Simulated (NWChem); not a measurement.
System: LiCl anion, doublet; SMILES of the neutral closed-shell parent [Li][Cl]

Results from NWChem. Spin-unrestricted. Geometry: optimised at B3LYP/def2-SVPD, spin-unrestricted. The spin multiplicity was typed, not searched, and may not be the lowest. No stability test was run on the SCF state. The highest occupied level is positive in some or all of these runs, so the extra electron may be held by the finite basis. Total energies of different functionals are on different scales.

| level | energy (Ha) | highest occupied level (eV) | lowest empty minus highest occupied level, either spin (eV) | <S²> |
|---|---|---|---|---|
| B3LYP/aug-cc-pVDZ | -467.8525 | 0.62 | 1.09 | 0.750 |
| PBE/aug-cc-pVDZ | -467.6128 | 0.93 | 0.66 | 0.750 |
| PW91/aug-cc-pVDZ | -467.8027 | 0.92 | 0.65 | 0.750 |
| PBE0/aug-cc-pVDZ | -467.6567 | 0.50 | 1.25 | 0.750 |
| UHF/aug-cc-pVDZ | -467.0582 | -0.64 | 2.82 | 0.750 |
| RPBE/aug-cc-pVDZ | -467.7856 | 0.94 | 0.63 | 0.750 |
